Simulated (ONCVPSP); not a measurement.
Potentials for Co compared

Generated with ld1.x 7.5 (TM, RRKJ, ultrasoft, PAW), atompaw 4.2 or ONCVPSP 4.0.1. The cutoff is in Ry: for ld1.x and atompaw files where the sum of valence levels is converged to 10 mRy in a Bessel basis, for ONCV files where the hardest occupied wave has 1 mHa per electron of residual kinetic energy. The error is the largest all-electron minus pseudo excitation energy over each file’s own four to seven test configurations (ionisations up to +4, promotions, holes and added fractions of an electron), all of which were solved. The labels leave out finer settings (local radius, basis sizes, second energies), which also bear on the numbers. Spin-polarised tests are not counted. The rows are a selection from randomly drawn settings: files with unsolved tests, undetermined cutoffs or missed reference levels are left out.

A true bound ghost makes a file unfit for plane-wave use even where its test errors are small: the radial tests pick states by their node count and pass the ghost by.

```csv
potential,cutoff (Ry),largest error (meV),bound ghosts
"ONCV, PBE, scalar-relativistic, rc 1.15/1.25/1.35 (spd), local smoothed, core correction yes, reference 3s2 3p6 3d7 4s2, qcut 13.3/10.8/12.1, projectors 2/2/2",112,+24,none
"ONCV, LDA (Perdew-Wang 92), scalar-relativistic, rc 1.30/1.15/1.35 (spd), local smoothed, core correction yes, reference 3s2 3p6 3d7 4s2, qcut 8.7/10.7/9.3, projectors 2/2/3",86,+48,none
"ONCV, BLYP, scalar-relativistic, rc 1.40/1.05/0.90 (spd), local d, core correction yes, reference 3s2 3p6 3d7 4s2, qcut 9.6/13.1/17.7, projectors 2/2/0",222,-18,none
"ONCV, LDA (Perdew-Wang 92), scalar-relativistic, rc 1.90/2.00/1.05 (spd), local d, core correction yes, reference 3d7 4s2, qcut 3.4/4.4/12.9, projectors 3/2/0",147,-117,"s, p"
"ONCV, PBE, scalar-relativistic, rc 1.55/1.25/1.50 (spd), local smoothed, core correction yes, reference 3s2 3p6 3d8 4s1, qcut 10.2/13/11.3, projectors 2/2/2",100,+14,none
"ONCV, PBEsol, scalar-relativistic, rc 1.55/0.75/1.30 (spd), local smoothed, core correction yes, reference 3s2 3p6 3d7 4s2, qcut 8.5/13.1/14.7, projectors 3/1/2",141,+15,none
```

(1) Fill in the row for Co: ONCV, PBE, scalar-relativistic, rc 2.55/0.75/1.50 (spd), local smoothed, core correction yes, reference 3p6 3d7.5 4s1.5, qcut 3/10.8/9.9, projectors 3/1/2.

(2) Fill in the row for Co: ONCV, PBE, scalar-relativistic, rc 1.40/1.20/0.80 (spd), local smoothed, core correction yes, reference 3s2 3p6 3d7 4s1.5 4p0.5, qcut 8.4/14.3/11.7, projectors 2/3/2.

Results:

(1) cutoff 202 Ry, largest error +4.0 meV, bound ghosts: s.

(2) cutoff 512 Ry, largest error -0.9 meV, bound ghosts: none.
